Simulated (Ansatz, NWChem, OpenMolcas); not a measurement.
# A ladder of methods for BI3 (boron triiodide)

BI3: 4 atoms, total charge 0, spin state singlet. As SMILES, `IB(I)I`. Geometry: relaxed at PBE0-D4/def2-TZVP.

| atom | x (Å) | y (Å) | z (Å) |
| --- | --- | --- | --- |
| I | -1.3085 | -0.2952 | 1.6156 |
| B | 0.0139 | -0.0151 | -0.0051 |
| I | 1.8768 | -1.0063 | -0.0303 |
| I | -0.5265 | 1.2563 | -1.6005 |

Each level gives the HOMO–LUMO gap (eV). The values are calculated.

| level | kind | program | value (eV) | CPU time |
| --- | --- | --- | --- | --- |
| revPBE/def2-SVP (core potential) | GGA | Ansatz | 3.05 | 8.9 s |
| M06-L/def2-SVP (core potential) | meta-GGA | OpenMolcas | 3.30 | 26 s |
| TPSS/def2-SVP (core potential) | meta-GGA | OpenMolcas | 3.18 | 25 s |
| PBE0/def2-SVP (core potential) | global hybrid | Ansatz | 4.86 | 16 s |
| wB97M-V/def2-SVP (core potential) | range-separated hybrid | Ansatz | 8.82 | 87 s |
| wB97X/def2-SVP (core potential) | range-separated hybrid | NWChem | 9.03 | 81 s |
| B2PLYP/def2-SVP (core potential) | double hybrid | OpenMolcas | 7.00 | 17 s |
| PBE-QIDH/def2-SVP (core potential) | double hybrid | Ansatz | 8.23 | 17 s |

The values span 3.05 to 9.03 eV. Orbital gaps aren't excitation energies, and those of double hybrids come from the SCF part alone; they tend to grow with the share of exact exchange. Times are those of the runs behind each value, whatever else they computed, on shared processors of several kinds: orders of magnitude only.
